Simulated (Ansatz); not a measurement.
TeOCl2 (TeCl₂O). The state is a singlet with charge 0. Geometry PBE-D4/def2-SVP, basis def2-TZVP, Ansatz.

```csv
run,HOMO (eV),LUMO (eV)
A,-9.94,-2.44
B,-10.03,-2.28
C,-7.78,-3.75
D,-7.79,-3.90
E,-7.47,-3.94
F,-8.76,-3.26
```

In the def2 sets Te takes a core potential; there is no spin–orbit coupling.

The runs used B97M-V, BHLYP, CAM-B3LYP, PBE, PBE0, r2SCAN. Estimate which is which.

A BHLYP (50 % exact exchange); B CAM-B3LYP (range-separated); C B97M-V (0 % exact exchange); D r2SCAN (0 % exact exchange); E PBE (0 % exact exchange); F PBE0 (25 % exact exchange). Exact exchange lowers occupied and raises empty levels; among semilocal functionals meta-GGAs tend to open the gap a little, and such runs are hard to tell apart. The gap grows from 3.53 eV (PBE) to 7.75 eV (CAM-B3LYP).
